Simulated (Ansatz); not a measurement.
# Energy profile

The step: GaH₃ + H₂S → GaH₃S ([SH][GaH2]) + H₂; bonds formed: H2–H5; dative contacts that become bonds: Ga1–S6; bonds broken: Ga1–H2, H5–S6 (atoms numbered as in the saddle structure below).

Ga1  (-0.796, -0.343, -0.292)
H2  (0.426, 0.211, -1.379)
H3  (-0.996, -1.864, -0.531)
H4  (-1.778, 0.822, 0.013)
H5  (1.007, 0.148, -0.426)
S6  (1.181, -0.135, 1.172)
H7  (0.956, 1.161, 1.443)
(Å)

Electronic energies by CCSD(T) at an estimated basis limit (MP2 extrapolated from triple and quadruple zeta, plus CCSD(T) − MP2 in triple zeta), on PBE0-D4/def2-TZVP structures; GaH5S, singlet; no counterpoise correction. Program: Ansatz 0.2.0. Basis: def2-TZVPP and def2-QZVPP. Cores are frozen in the correlated methods. Filled d shells of the heavier atoms are correlated. The def2 sets are not built for correlating such inner shells, so the correlated values are less sure here. Extrapolation: Hartree–Fock as exp(−7.88 √X), correlation as X^−2.97.

Q: Give the profile in kcal/mol, counted from the separated reactants. (An estimate is asked for; the value comes from the calculation.)

A: Computed:
| point | kcal/mol |
| --- | --- |
| separated: GaH3 (Ga1, H2, H3, H4; singlet) + H2S (H5, S6, H7; singlet) | 0.00 |
| start structure | -11.83 |
| saddle | 6.52 |
| end structure | -22.73 |
| separated: GaH3S (linked as [SH][GaH2]; Ga1, H3, H4, S6, H7; singlet) + H2 (H2, H5; singlet) | -21.68 |

The T1 diagnostic stays at or below 0.014.

Exchanges of this kind with a chalcogen hydride build sulfide and selenide films.

For scale, one of the runs: CCSD(T)/def2-TZVPP, 160 basis functions, launched by `ansatz run in.yaml --threads 2 --pin off --events-out ev --progress --plain --max-ram 4352MiB`. Time: 29 s of wall clock on 2 CPU threads of an Arm Neoverse V1; the host was shared. Peak host memory: 1.1 GiB.
